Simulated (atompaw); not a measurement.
Reading a pseudo-wave (Br (Z = 35))

Columns: radius, all-electron u(r) and pseudo u(r) of the 4p shell (level -8.16 eV) of bromine in the configuration [Ar] 3d10 4s1.5 4p5.5; PBEsol, scalar-relativistic, PAW (atompaw) scheme, atompaw 4.2.0.5.

```json
{"r (bohr)": "0.067", "all-electron": "0.1817", "pseudo": "0.0044"}
{"r (bohr)": "0.135", "all-electron": "0.1715", "pseudo": "0.0176"}
{"r (bohr)": "0.202", "all-electron": "-0.0034", "pseudo": "0.0389"}
{"r (bohr)": "0.269", "all-electron": "-0.1846", "pseudo": "0.0678"}
{"r (bohr)": "0.337", "all-electron": "-0.3026", "pseudo": "0.1040"}
{"r (bohr)": "0.404", "all-electron": "-0.3422", "pseudo": "0.1454"}
{"r (bohr)": "0.471", "all-electron": "-0.3187", "pseudo": "0.1915"}
{"r (bohr)": "0.538", "all-electron": "-0.2515", "pseudo": "0.2408"}
{"r (bohr)": "0.606", "all-electron": "-0.1563", "pseudo": "0.2930"}
{"r (bohr)": "0.673", "all-electron": "-0.0494", "pseudo": "0.3452"}
{"r (bohr)": "0.740", "all-electron": "0.0608", "pseudo": "0.3971"}
{"r (bohr)": "0.808", "all-electron": "0.1697", "pseudo": "0.4482"}
{"r (bohr)": "0.875", "all-electron": "0.2700", "pseudo": "0.4961"}
{"r (bohr)": "0.942", "all-electron": "0.3611", "pseudo": "0.5408"}
{"r (bohr)": "1.010", "all-electron": "0.4429", "pseudo": "0.5822"}
{"r (bohr)": "1.077", "all-electron": "0.5128", "pseudo": "0.6186"}
{"r (bohr)": "1.144", "all-electron": "0.5724", "pseudo": "0.6506"}
{"r (bohr)": "1.212", "all-electron": "0.6227", "pseudo": "0.6783"}
{"r (bohr)": "1.279", "all-electron": "0.6630", "pseudo": "0.7010"}
{"r (bohr)": "1.346", "all-electron": "0.6946", "pseudo": "0.7193"}
{"r (bohr)": "1.413", "all-electron": "0.7186", "pseudo": "0.7334"}
{"r (bohr)": "1.481", "all-electron": "0.7358", "pseudo": "0.7437"}
{"r (bohr)": "1.548", "all-electron": "0.7466", "pseudo": "0.7502"}
{"r (bohr)": "1.615", "all-electron": "0.7520", "pseudo": "0.7532"}
{"r (bohr)": "1.683", "all-electron": "0.7527", "pseudo": "0.7529"}
{"r (bohr)": "1.750", "all-electron": "0.7494", "pseudo": "0.7494"}
```

**Question.** How many radial nodes do the two functions have?

**Answer.** The all-electron 4p function has n − l − 1 = 2; the pseudo-wave has 0, since the states of the same l below it are removed with the core.

**Question.** Is the pseudo-wave norm-conserving?

**Answer.** No, it belongs to a PAW set: the norm inside the radius is not constrained, and the difference is carried by the augmentation charge.
